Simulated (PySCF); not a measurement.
Harmonic spectrum computed at PBE0 in the def2-SVP basis family (core potentials from Rb on, PySCF, no spin–orbit coupling):

```
symmetry  ω (cm⁻¹)  IR (km/mol, summed over degenerate members)
       e        34                                          0.7
      a1        39                                          0.6
      a1       134                                          1.7
       e       158                                         30.7
```

**Question.** Which molecule gave it? In each, all ligands are bound to the one heavy central atom.
A. AsI₃ (singlet)
B. InI₃ (singlet)
C. SbI₃ (singlet)
D. PbI₃ (doublet)

**Answer.** D. It has C3v symmetry with Pb–I 2.841 Å (×3).
